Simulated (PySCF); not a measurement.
FH6N3Sn. Atoms are numbered in the order given.

```xyz
11

N      1.9307    -0.0190    -0.6595
Sn     0.0000     0.0000    -0.0192
N     -0.9489     1.6815    -0.6595
N     -0.9818    -1.6625    -0.6595
F      0.0000     0.0000     1.9456
H      2.5760    -0.3231     0.0706
H      2.2260     0.9077    -0.9701
H     -1.8991     1.4740    -0.9701
H     -1.0082     2.3924     0.0706
H     -0.3270    -2.3816    -0.9701
H     -1.5678    -2.0693     0.0706
```
Charge 0, spin multiplicity 1.

Geometry: B3LYP-D3(BJ)/def2-SVP. The structure was generated by enumeration; whether it is a known compound was not checked. The def2 effective core potentials stand for the cores of Sn; spin–orbit coupling is left out. The values are those of a single conformer.

Level of theory: B3LYP-D3(BJ)/def2-SVP run with PySCF.

Frequencies are harmonic and unscaled.

Modes within 1.5 cm⁻¹ of each other (mostly degenerate sets) share a row, with their intensities summed.

Computed normal modes with their intensities:
```
mode   ν (cm⁻¹)  IR (km/mol)  Raman (Å⁴/amu)  depolarisation  moving atoms (share of kinetic energy)
-----  --------  -----------  --------------  --------------  --------------------------------------
1–2          97         60.8             2.8            0.75                  H 45 %, N 34 %, F 20 %
3–4         156         33.1             5.0            0.75                 N 49 %, H 40 %, Sn 10 %
5           161          0.9             1.7            0.61                 N 58 %, H 20 %, Sn 19 %
6–7         187         39.8             4.0            0.75          H 42 %, F 31 %, N 18 %, Sn 8 %
8           232         23.7             1.2            0.58                                  H 95 %
9           532         96.8            51.5            0.02                          N 71 %, H 22 %
10–11       545        204.0             7.0            0.75                          N 55 %, H 41 %
12          603         96.8             2.5            0.62                         F 79 %, Sn 16 %
13          643        117.5             3.9            0.12                          H 71 %, N 28 %
14–15       648         88.3            10.0            0.75                 H 50 %, N 38 %, Sn 12 %
16          837         16.2             2.1            0.30                           H 90 %, N 9 %
17–18       864         50.1             2.0            0.75                          H 89 %, N 10 %
19–20      1534         29.9             9.8            0.75                           H 92 %, N 8 %
21         1536          7.4             2.1            0.65                                  H 92 %
22–24      3501         34.4           449.0            0.03                                  H 96 %
25–27      3597         48.8           254.2            0.75                           H 92 %, N 8 %
```
